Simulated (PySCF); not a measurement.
**Multinuclear NMR of C$_{6}$H$_{11}$N$_{2}$PSi**

Structure with atom numbers: `[CH3:1][NH:2][Si@H:3]([PH2:4])[c:5]1[cH:6][cH:7][cH:8][cH:9][n:10]1`. Hydrogens are named by the atom that carries them.

- coordinates at the GFN2-xTB level
- shieldings: GIAO PBE0/pcSseg-1
- program: PySCF
- one conformer, no relativistic terms, fast rotation and ring inversion assumed for equivalent nuclei, isolated molecule

Problem. What are the 31P shifts?

Solution. 
| atoms | environment | σ (ppm) | δ (ppm) |
| --- | --- | --- | --- |
| P4 | phosphorus bonded to Si, 2 H | 615.0 | -239.4 |

Shieldings were converted by a linear fit to measured shifts: 31P (scatter 18.1 ppm rms vs H3PO4, solution or neat liquid). A few per cent of atoms miss by over 2 rms, more outside the fitted compound classes.

On a 300 MHz spectrometer 31P resonates near 121.4 MHz, so 1 ppm is 121.4 Hz.

Problem. What are the 29Si shifts?

Solution. 
```
atoms                   environment  σ (ppm)  δ (ppm)
  Si3  silicon bonded to C, N, P, H    371.8    -25.7
```

Shieldings were converted by a linear fit to measured shifts: 29Si (scatter 8.9 ppm rms, 25.8 ppm with the 6 outliers that the fit left out vs TMS, solution or neat liquid). Occasional misses reach two or three times the rms, and more in compound classes unlike the fitted ones.

On a 600 MHz spectrometer 29Si resonates near 119.2 MHz, so 1 ppm is 119.2 Hz.

Problem. Predict the 15N NMR data.

Solution. 
```tsv
atoms	environment	σ (ppm)	δ (ppm)
N10	pyridine-type ring nitrogen	-102.6	-53.5
N2	nitrogen bonded to C, Si, H	245.9	-374.6
```

Shieldings were converted by a linear fit to measured shifts: 15N (scatter 6.3 ppm rms vs CH3NO2, solution or neat liquid). A few per cent of atoms miss by over 2 rms, more outside the fitted compound classes.

On a 500 MHz spectrometer 15N resonates near 50.7 MHz, so 1 ppm is 50.7 Hz.
